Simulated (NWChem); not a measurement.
Everything below was run with NWChem. System: BeF₂, charge 0, spin multiplicity 1, at a geometry optimised with B3LYP/def2-SVP. The structure started from a generated list of species. Level: CCSD(T)/def2-TZVP, 3 core orbitals frozen.

Input file:

```
start mol
memory heap 100 mb stack 700 mb global 1900 mb
geometry units angstroms nocenter noautoz
  Be     0.000000     0.000000     0.000000
  F      0.000000     0.000000     1.386504
  F      0.000000     0.000000    -1.386504
  symmetry group D2h
end
basis spherical
  * library def2-tzvp
end
scf
  rhf
  nopen 0
  maxiter 100
  thresh 1e-7
  semidirect memsize 60000000 filesize 0
end
tce
  freeze core 3
  ccsd(t)
  2eorb
  2emet 13
  thresh 1e-6
  maxiter 100
  tilesize 24
end
task tce energy
```

Part of the output:

```
             Northwest Computational Chemistry Package (NWChem) 7.3.0
             --------------------------------------------------------

                                NWChem Input Module
                                -------------------

 Scaling coordinates for geometry "geometry" by  1.889725989
 (inverse scale =  0.529177249)

 Turning off AUTOSYM since
 SYMMETRY directive was detected!

                             Geometry "geometry" -> ""
                             -------------------------

 Output coordinates in angstroms (scale by  1.889725989 to convert to a.u.)

  No.       Tag          Charge          X              Y              Z
 ---- ---------------- ---------- -------------- -------------- --------------
    1 Be                   4.0000     0.00000000     0.00000000     0.00000000
    2 F                    9.0000     0.00000000     0.00000000     1.38650400
    3 F                    9.0000     0.00000000     0.00000000    -1.38650400

 Effective nuclear repulsion energy (a.u.)      42.9370852969

            Nuclear Dipole moment (a.u.)
            ----------------------------
        X                 Y               Z
 ---------------- ---------------- ----------------
     0.0000000000     0.0000000000     0.0000000000

      Symmetry information
      --------------------

 Group name             D2h
 Group number             26
 Group order               8
 No. of unique centers     2

      Symmetry unique atoms

     1    2


 Summary of "ao basis" -> "" (spherical)
 ------------------------------------------------------------------------------
       Tag                 Description            Shells   Functions and Types
 ---------------- ------------------------------  ------  ---------------------
 *                         def2-tzvp                  on all atoms

 Summary of "ao basis" -> "ao basis" (spherical)
 ------------------------------------------------------------------------------
       Tag                 Description            Shells   Functions and Types
 ---------------- ------------------------------  ------  ---------------------
 Be                        def2-tzvp                 9       19   5s3p1d
 F                         def2-tzvp                11       31   5s3p2d1f

                                 NWChem SCF Module
                                 -----------------

  ao basis        = "ao basis"
  functions       =    81
  atoms           =     3
  closed shells   =    11
  open shells     =     0
  charge          =   0.00
  wavefunction    = RHF
  use symmetry    = T
  symmetry adapt  = T

 Summary of "ao basis" -> "ao basis" (spherical)
 ------------------------------------------------------------------------------
       Tag                 Description            Shells   Functions and Types
 ---------------- ------------------------------  ------  ---------------------
 Be                        def2-tzvp                 9       19   5s3p1d
 F                         def2-tzvp                11       31   5s3p2d1f

      Symmetry analysis of basis
      --------------------------

        ag         21
        au          3
        b1g         4
        b1u        17
        b2g         8
        b2u        10
        b3g         8
        b3u        10

 Forming initial guess at       0.1s

      Superposition of Atomic Density Guess
      -------------------------------------

 Sum of atomic energies:        -213.40873661

      Non-variational initial energy
      ------------------------------
[...]
    12      1.057267  1 Be px                31     -0.225793  2 F  px
    62     -0.225793  3 F  px                 6     -0.154248  1 Be px

 Vector   14  Occ=0.000000D+00  E= 1.204162D-01  Symmetry=b2u
              MO Center=  2.7D-31,  2.2D-15, -2.4D-17, r^2= 5.8D+00
   Bfn.  Coefficient  Atom+Function         Bfn.  Coefficient  Atom+Function
  ----- ------------  ---------------      ----- ------------  ---------------
    13      1.057267  1 Be py                32     -0.225793  2 F  py
    63     -0.225793  3 F  py                 7     -0.154248  1 Be py

 center of mass
 --------------
 x =   0.00000000 y =   0.00000000 z =   0.00000000

 moments of inertia (a.u.)
 ------------------
         260.847661802334           0.000000000000           0.000000000000
           0.000000000000         260.847661802334           0.000000000000
           0.000000000000           0.000000000000           0.000000000000

  Mulliken analysis of the total density
  --------------------------------------

    Atom       Charge   Shell Charges
 -----------   ------   -------------------------------------------------------
    1 Be   4     3.21   1.02  0.97  0.23  0.03 -0.00  0.75  0.01  0.02  0.19
    2 F    9     9.39   0.77  1.20  0.58  1.04  0.29  2.24  2.34  0.92  0.00  0.01  0.00
    3 F    9     9.39   0.77  1.20  0.58  1.04  0.29  2.24  2.34  0.92  0.00  0.01  0.00

       Multipole analysis of the density wrt the origin
       ------------------------------------------------

     L   x y z        total         open         nuclear
     -   - - -        -----         ----         -------
     0   0 0 0     -0.000000      0.000000     22.000000

     1   1 0 0     -0.000000      0.000000      0.000000
     1   0 1 0     -0.000000      0.000000      0.000000
     1   0 0 1     -0.000000      0.000000      0.000000

     2   2 0 0     -9.337971      0.000000      0.000000
     2   1 1 0     -0.000000      0.000000      0.000000
     2   1 0 1     -0.000000      0.000000      0.000000
     2   0 2 0     -9.337971      0.000000      0.000000
     2   0 1 1      0.000000      0.000000      0.000000
     2   0 0 2    -16.223612      0.000000    123.569825

                   NWChem Extensible Many-Electron Theory Module
                   ---------------------------------------------


            General Information
            -------------------
      Number of processors :     1
         Wavefunction type : Restricted Hartree-Fock
          No. of electrons :    22
           Alpha electrons :    11
            Beta electrons :    11
           No. of orbitals :   162
            Alpha orbitals :    81
             Beta orbitals :    81
        Alpha frozen cores :     3
         Beta frozen cores :     3
     Alpha frozen virtuals :     0
      Beta frozen virtuals :     0
         Spin multiplicity : singlet
    Number of AO functions :    81
       Number of AO shells :    31
        Use of symmetry is : on
      Symmetry adaption is : on
         Schwarz screening : 0.10D-09

          Correlation Information
          -----------------------
          Calculation type : Coupled-cluster singles & doubles w/ perturbation
   Perturbative correction : (T)
            Max iterations :      100
        Residual threshold : 0.10D-05
     T(0) DIIS level shift : 0.00D+00
     L(0) DIIS level shift : 0.00D+00
     T(1) DIIS level shift : 0.00D+00
     L(1) DIIS level shift : 0.00D+00
     T(R) DIIS level shift : 0.00D+00
     T(I) DIIS level shift : 0.00D+00
   CC-T/L Amplitude update :  5-th order DIIS
                I/O scheme : Global Array Library
        L-threshold :  0.10D-05
        EOM-threshold :  0.10D-05
 no EOMCCSD initial starts read in
 TCE RESTART OPTIONS
 SLICE:      F
 D4D5:       F
 quantumc:   F
 qrotation:  F
 pwtce:      F
 qducc:      F
 nacto:                         0
 nrotv:                         0
 nrot:                          0

            Memory Information
            ------------------
          Available GA space size is     249030239 doubles
          Available MA space size is     104853636 doubles

 Maximum block size supplied by input
 Maximum block size        24 doubles

 tile_dim =     17

 -------------------------------------------------

 Global array virtual files algorithm will be used

 Parallel file system coherency ......... OK

 4-electron integrals stored in orbital form

 v2    file size   =          1051668
 4-index algorithm nr.  13 is used
 imaxsize =       30
 imaxsize ichop =        0


CCSD iterations
 ---------------------------------------------------------
 Iter          Residuum       Correlation     Cpu    Wall
 ---------------------------------------------------------
    1   0.1876582268016  -0.5455017330467     1.0     1.0
    2   0.0384325432919  -0.5365556711466     1.0     1.0
    3   0.0112757179708  -0.5437857975188     1.0     1.0
    4   0.0049240394441  -0.5436604230610     1.0     1.0
    5   0.0016938486109  -0.5442042456975     1.0     1.0
    6   0.0005169137589  -0.5442593625325     1.0     1.0
    7   0.0002195234978  -0.5442751380708     1.1     1.1
    8   0.0000736190277  -0.5442798749009     1.0     1.0
    9   0.0000482095111  -0.5442801024499     1.0     1.0
   10   0.0000167202717  -0.5442823726349     1.0     1.0
   11   0.0000042950856  -0.5442830653190     1.0     1.0
   12   0.0000015843017  -0.5442830551231     1.0     1.0
   13   0.0000006851935  -0.5442831025244     1.0     1.0
 -----------------------------------------------------------------
 Iterations converged
 CCSD correlation energy / hartree =        -0.544283102524446
 CCSD total energy / hartree       =      -214.312158820720924

 Singles contributions

 Doubles contributions
 CCSD(T)
 Using plain CCSD(T) code
             total no. of tasks         5376
 total no. of tasks / no. procs         5376
                         wl_min           54           1.9
                         wl_max        39304           5.8
        thresh for no. of tasks         5376

 CCSD[T]  correction energy / hartree =        -0.015434123363513
 CCSD[T] correlation energy / hartree =        -0.559717225887959
 CCSD[T] total energy / hartree       =      -214.327592944084444
 CCSD(T)  correction energy / hartree =        -0.014244145374112
 CCSD(T) correlation energy / hartree =        -0.558527247898558
 CCSD(T) total energy / hartree       =      -214.326402966095031

 Task  times  cpu:       32.5s     wall:       32.5s

 Total times  cpu:       32.5s     wall:       32.5s
```
